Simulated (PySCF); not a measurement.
silylarsine (AsH5Si), SMILES [SiH3][AsH2].

Coordinates come from a PBE-D3(BJ)/def2-TZVP optimisation.

Computed with PBE-D3(BJ)/def2-TZVP in PySCF 2.14.0.

Frequencies are harmonic and unscaled.

Computed normal modes with their intensities:
```tsv
mode	ν (cm⁻¹)	IR (km/mol)	moving atoms (share of kinetic energy)
1	150	0.0	H 99 %
2	344	1.0	Si 62 %, As 29 %, H 8 %
3	421	11.5	H 97 %
4	437	8.8	H 96 %
5	648	25.4	H 90 %
6	695	2.5	H 92 %
7	852	260.8	H 92 %, Si 8 %
8	906	30.4	H 97 %
9	914	33.2	H 98 %
10	949	18.4	H 98 %
11	2118	46.0	H 99 %
12	2131	47.5	H 99 %
13	2154	63.7	H 99 %
14	2172	94.4	H 96 %
15	2173	103.4	H 96 %
```
